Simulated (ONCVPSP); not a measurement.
Transferability test, ONCV potential for O (Z = 8)

```
Element                 : oxygen
Generator               : ONCVPSP 4.0.1
Type                    : optimised norm-conserving Vanderbilt (ONCV)
Functional              : PBE
Relativity              : scalar-relativistic
Frozen core             : [He]
Valence charge          : 6
Reference configuration : 2s2 2p2 (charge +2)
Partial waves           : 2s: rc 0.95 bohr, ncon 3, nbas 8, qcut 6.6 1/bohr, 3 projectors, debl 0.3 Ha; 2p: rc 1.40 bohr, ncon 4, nbas 7, qcut 8.4 1/bohr, 2 projectors, debl 1.9 Ha
Local potential         : polynomial inside 0.65 bohr (lpopt 4, dvloc0 1 Ha)
Core correction         : Teter function, fcfact 5, rcfact 1.75
```

In the s channel the program set the typed energies aside and used -2.144, 0.250, 0.550 Ha.

Energies are relative to the spin-unpolarised reference configuration 2s2 2p2; without spin polarisation the order of configurations can differ from experiment.

```csv
valence configuration,charge,ΔE all-electron (eV),error AE − PS (meV)
2s2 2p4,0,-50.016,+220
2s2 2p1,+3,53.869,+201
2s1 2p4,+1,-18.357,+280
```

Question: What are ΔE and the potential's error for 2s2 2p3?

Answer: ΔE = -33.586 eV all-electron; the error (AE − PS) is +92 meV.

Levels in the configuration 2s1 2p4:

| level | all-electron (eV) | pseudo (eV) |
| --- | --- | --- |
| 2s | -39.802 | -39.811 |
| 2p | -24.559 | -24.777 |

Note: ghosts flagged at negative energy: s at -1783.3 eV; no localised positive-energy state flagged. A true bound ghost makes a file unfit for plane-wave use.
